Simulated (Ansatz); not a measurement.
Species: H₂B, SMILES `[BH2]` (charge 0, multiplicity 2), formula H2B.

Problem. How many basis functions does frozen-core CCSD(T)/cc-pVTZ // PBE-D3(BJ)/def2-TZVP (Ansatz, an electronic-structure program) use, how many core orbitals are frozen, and how many electrons are correlated?

Solution. 58 basis functions and 1 frozen orbitals, which leaves 5 correlated electrons. Core time is of the order of seconds.
